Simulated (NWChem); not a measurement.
**Correlation energy of BCl**

```xyz
2

B      0.0000     0.0000    -1.3285
Cl     0.0000     0.0000     0.3907
```
Charge 0, spin multiplicity 1.

Program: NWChem. The geometry was optimised at PBE0/def2-SVP, a minimum by its harmonic frequencies.

Basis set: 6-31G*. Each correlation energy counts from its own Hartree-Fock reference.

The correlated methods keep 6 core orbitals frozen. The Pople sets run with spherical d functions. The structure started from a generated list of species. Coupled-cluster values serve here as a point of comparison, not as the truth.

**Question.** One of these methods gave a correlation energy of -187.8 mHa. Which?
A. SCS-MP2
B. CR-CCSD[T]
C. MP2
D. CCSD

**Answer.** C, MP2. The others give -186.2 (SCS-MP2), -223.1 (CR-CCSD[T]), -216.8 (CCSD).
